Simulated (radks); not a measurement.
The numbers below are computed, except where a source is named.
Task: Valence configurations of Br+ (all share [Ar]). Level of theory: Dirac Kohn-Sham, PBE, spin-unpolarised, spherical densities, point nucleus; open shells fill j = l - 1/2 first (a radial shooting solver on a logarithmic mesh with Libxc functionals). Order these by energy: 3d10 4s2 4p4; 3d10 4p6; 3d9.5 4s2 4p4.5; 3d10 4s1.5 4p4.5; 3d9.5 4s1 4p5.5; 3d8 4s2 4p6; 3d10 4s1 4p5; 3d9 4s2 4p5; 3d8.5 4s2 4p5.5; 3d9 4s1 4p6.

Result: From the lowest, in eV above it: 3d10 4s2 4p4 0.000; 3d10 4s1.5 4p4.5 6.567; 3d10 4s1 4p5 13.178; 3d10 4p6 26.521; 3d9.5 4s2 4p4.5 31.409; 3d9.5 4s1 4p5.5 45.049; 3d9 4s2 4p5 65.572; 3d9 4s1 4p6 79.659; 3d8.5 4s2 4p5.5 102.55; 3d8 4s2 4p6 142.41. NIST lists [Ar] 3d10 4s2 4p4 as the ground configuration; this level of theory agrees among the configurations tried. The energies are those of spherical spin-averaged densities, not of single terms.
